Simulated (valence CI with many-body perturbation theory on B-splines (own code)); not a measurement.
E1 transitions of Xe XL

Computed by valence CI with perturbative core correlation (CI+MBPT): five valence electrons over a frozen Dirac-Fock core [Ne], a basis of 9 s, 9 p, 8 d, 6 f, 3 g, 1 h functions for each j, with the one-electron correlation potential Σ1, the two-electron term Σ2, the three-electron term Σ3, Breit, model QED; selected CI, second order for the rest (own B-spline code, finite nucleus).

The last digits are not significant, and no measured levels were compared; by estimate large intervals hold to a few tenths of a per cent, small ones and those within an open d or f shell to about a per cent. Among the levels kept, up to 530 cm⁻¹ of a level comes from second order outside the variational space, and about a tenth of that is noise between levels of different J, which matters for small intervals.

Lines 101 to 150 of 223 in falling wavelength, among levels below 2974100 cm⁻¹, chosen from the strongest by gf and those to the six lowest levels. Wavelengths and rates use the calculated energies. Electric multipoles are in the length gauge, E1 and E2 with the static RPA response of the core. Weak lines are less certain than strong ones. Lines between different terms over intervals too small for the method are left out, as are lines whose strength nearly cancels. The highest levels of a list are the least certain.

Levels are named by their leading jj configuration (3d3/2^4 stands for four electrons in 3d with j = 3/2), which in mixed levels can hold well under half, so a name can repeat and another be missing. Letters in brackets count levels of one name in rising energy.

```csv
λ vac (nm),Upper,Lower,A (s⁻¹),S (a.u.)
8.821,(3s 3p1/2^2 3p3/2 3d3/2) J=3/2 [a],(3s^2 3p1/2^2 3d5/2) J=5/2,2.98e+09,4.04e-03
8.792,(3s 3p1/2^2 3p3/2 3d5/2) J=7/2,(3s^2 3p1/2 3p3/2 3d3/2) J=5/2 [a],3.11e+08,8.34e-04
8.699,(3s 3p1/2^2 3p3/2 3d3/2) J=3/2 [b],(3s 3p1/2^2 3p3/2^2) J=3/2,3.57e+09,4.64e-03
8.657,(3s^2 3p1/2 3p3/2 3d3/2) J=5/2 [a],(3s^2 3p1/2 3p3/2^2) J=5/2,8.70e+08,1.67e-03
8.641,(3s 3p1/2^2 3p3/2 3d3/2) J=7/2,(3s^2 3p1/2^2 3d5/2) J=5/2,1.26e+09,3.20e-03
8.633,(3s 3p1/2^2 3p3/2 3d3/2) J=3/2 [b],(3s 3p1/2^2 3p3/2^2) J=1/2,6.84e+08,8.69e-04
8.608,(3s^2 3p1/2 3p3/2 3d3/2) J=3/2 [a],(3s^2 3p1/2 3p3/2^2) J=5/2,1.77e+09,2.23e-03
8.299,(3s^2 3p1/2 3p3/2 3d5/2) J=3/2 [a],(3s^2 3p1/2 3p3/2^2) J=1/2,1.22e+08,1.38e-04
8.213,(3s^2 3p1/2 3p3/2 3d3/2) J=7/2,(3s^2 3p1/2 3p3/2^2) J=5/2,3.30e+07,7.22e-05
8.190,(3s^2 3p1/2 3p3/2 3d3/2) J=5/2 [a],(3s^2 3p1/2 3p3/2^2) J=3/2,8.39e+07,1.37e-04
8.175,(3s^2 3p1/2^2 3d3/2) J=3/2,(3s^2 3p1/2^2 3p3/2) J=3/2,1.64e+09,1.77e-03
8.146,(3s^2 3p1/2 3p3/2 3d3/2) J=3/2 [a],(3s^2 3p1/2 3p3/2^2) J=3/2,8.44e+07,9.01e-05
8.112,(3s^2 3p1/2 3p3/2 3d3/2) J=1/2 [a],(3s^2 3p1/2 3p3/2^2) J=3/2,3.51e+08,1.85e-04
8.003,(3s 3p1/2^2 3p3/2 3d5/2) J=5/2,(3s 3p1/2^2 3p3/2^2) J=3/2,7.44e+08,1.13e-03
7.977,(3s 3p1/2^2 3p3/2 3d3/2) J=5/2 [b],(3s 3p1/2^2 3p3/2^2) J=3/2,1.31e+09,1.97e-03
7.914,(3s 3p1/2^2 3p3/2 3d3/2) J=5/2 [a],(3s 3p1/2^2 3p3/2^2) J=5/2,9.88e+08,1.45e-03
7.848,(3s 3p1/2^2 3p3/2 3d3/2) J=3/2 [a],(3s 3p1/2^2 3p3/2^2) J=5/2,3.26e+09,3.11e-03
7.788,(3s 3p1/2^2 3p3/2 3d3/2) J=1/2 [b],(3s 3p1/2^2 3p3/2^2) J=1/2,2.39e+09,1.12e-03
7.776,(3s^2 3p1/2 3p3/2 3d5/2) J=3/2 [a],(3s^2 3p1/2 3p3/2^2) J=5/2,1.08e+05,1.00e-07
7.776,(3s 3p1/2^2 3p3/2 3d5/2) J=3/2,(3s 3p1/2^2 3p3/2^2) J=3/2,9.34e+08,8.67e-04
7.723,(3s 3p1/2^2 3p3/2 3d5/2) J=3/2,(3s 3p1/2^2 3p3/2^2) J=1/2,1.05e+09,9.54e-04
7.705,(3s 3p1/2^2 3p3/2 3d3/2) J=7/2,(3s 3p1/2^2 3p3/2^2) J=5/2,1.55e+09,2.79e-03
7.671,(3s^2 3p1/2 3p3/2 3d5/2) J=7/2 [a],(3s^2 3p1/2 3p3/2^2) J=5/2,2.32e+08,4.14e-04
7.651,(3s^2 3p3/2^2 3d5/2) J=1/2,(3s^2 3p3/2^3) J=3/2,6.66e+08,2.94e-04
7.636,(3s^2 3p3/2^2 3d3/2) J=5/2,(3s^2 3p3/2^3) J=3/2,3.50e+09,4.61e-03
7.594,(3s^2 3p3/2^2 3d3/2) J=3/2 [a],(3s^2 3p3/2^3) J=3/2,1.05e+08,9.09e-05
7.535,(3s^2 3p3/2^2 3d3/2) J=1/2,(3s^2 3p3/2^3) J=3/2,5.50e+08,2.32e-04
7.524,(3s^2 3p1/2 3p3/2 3d3/2) J=1/2 [b],(3s^2 3p1/2 3p3/2^2) J=1/2,8.78e+08,3.69e-04
7.514,(3s^2 3p1/2 3p3/2 3d3/2) J=3/2 [b],(3s^2 3p1/2 3p3/2^2) J=1/2,1.11e+08,9.26e-05
7.496,(3s^2 3p1/2 3p3/2 3d5/2) J=5/2 [a],(3s^2 3p1/2 3p3/2^2) J=5/2,6.68e+08,8.33e-04
7.397,(3s^2 3p1/2 3p3/2 3d5/2) J=3/2 [a],(3s^2 3p1/2 3p3/2^2) J=3/2,7.48e+07,5.98e-05
7.389,(3s 3p1/2^2 3p3/2 3d5/2) J=5/2,(3s^2 3p1/2^2 3d5/2) J=5/2,1.99e+09,2.37e-03
7.344,(3s 3p1/2^2 3p3/2^2) J=5/2,(3s^2 3p1/2^2 3p3/2) J=3/2,1.82e+09,2.13e-03
7.268,(3s^2 3p1/2 3p3/2 3d3/2) J=5/2 [b],(3s^2 3p1/2 3p3/2^2) J=5/2,2.30e+09,2.62e-03
7.194,(3s 3p1/2^2 3p3/2 3d5/2) J=3/2,(3s^2 3p1/2^2 3d5/2) J=5/2,1.12e+09,8.27e-04
7.173,(3s 3p1/2^2 3p3/2 3d3/2) J=3/2 [b],(3s 3p1/2^2 3p3/2^2) J=5/2,4.84e+09,3.52e-03
7.143,(3s^2 3p1/2 3p3/2 3d5/2) J=5/2 [a],(3s^2 3p1/2 3p3/2^2) J=3/2,3.85e+09,4.16e-03
7.133,(3s 3p1/2^2 3p3/2 3d3/2) J=5/2 [a],(3s^2 3p1/2^2 3d3/2) J=3/2,2.91e+08,3.13e-04
7.082,(3s^2 3p1/2 3p3/2 3d3/2) J=3/2 [b],(3s^2 3p1/2 3p3/2^2) J=5/2,1.22e+09,8.56e-04
7.079,(3s 3p1/2^2 3p3/2 3d3/2) J=3/2 [a],(3s^2 3p1/2^2 3d3/2) J=3/2,1.89e+09,1.33e-03
7.076,(3s^2 3p1/2 3p3/2 3d5/2) J=3/2 [b],(3s^2 3p1/2 3p3/2^2) J=1/2,4.16e+09,2.91e-03
7.057,(3s 3p1/2^2 3p3/2 3d3/2) J=1/2 [a],(3s^2 3p1/2^2 3d3/2) J=3/2,4.57e+08,1.59e-04
7.002,(3s^2 3p3/2^2 3d3/2) J=3/2 [b],(3s^2 3p3/2^3) J=3/2,9.39e+09,6.36e-03
6.995,(3s 3p1/2^2 3p3/2 3d5/2) J=7/2,(3s^2 3p1/2^2 3d5/2) J=5/2,3.39e+10,4.58e-02
6.936,(3s^2 3p1/2 3p3/2 3d3/2) J=5/2 [b],(3s^2 3p1/2 3p3/2^2) J=3/2,1.40e+10,1.38e-02
6.934,(3s^2 3p1/2 3p3/2 3d5/2) J=1/2,(3s^2 3p1/2 3p3/2^2) J=1/2,2.28e+10,7.49e-03
6.775,(3s^2 3p1/2 3p3/2 3d3/2) J=1/2 [b],(3s^2 3p1/2 3p3/2^2) J=3/2,5.61e+08,1.72e-04
6.767,(3s^2 3p1/2 3p3/2 3d3/2) J=3/2 [b],(3s^2 3p1/2 3p3/2^2) J=3/2,1.12e+09,6.88e-04
6.756,(3s^2 3p3/2^2 3d5/2) J=5/2 [a],(3s^2 3p3/2^3) J=3/2,3.00e+07,2.74e-05
6.707,(3s^2 3p1/2 3p3/2 3d5/2) J=3/2 [c],(3s^2 3p1/2 3p3/2^2) J=1/2,5.60e+10,3.34e-02
```
